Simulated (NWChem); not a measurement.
Species: C₄H₄F₂; SMILES C1[C@@H](F)[C@H](F)C=1

```xyz
10

F     -1.7198     0.1973    -0.8685
C     -0.6713    -0.3868    -0.2186
C     -0.6224    -0.2508     1.2778
C      0.6224     0.2508     1.2778
C      0.6713     0.3868    -0.2186
F      1.7198    -0.1973    -0.8685
H     -0.5458    -1.4156    -0.5966
H     -1.3450    -0.5000     2.0580
H      1.3450     0.5000     2.0580
H      0.5458     1.4156    -0.5966
```
Atoms are numbered in this order, from 1.

All runs: NWChem. The geometry was optimised at PBE0/def2-SVP.

For level CAM-B3LYP/def2-SVP:

highest occupied level (eV): -9.64
orbital gap (eV): 10.37

**Question.** What are these values for level PW6B95/def2-SVP?

**Answer.** 
| Quantity | Result |
|---|---|
| highest occupied level (eV) | -8.45 |
| orbital gap (eV) | 8.00 |
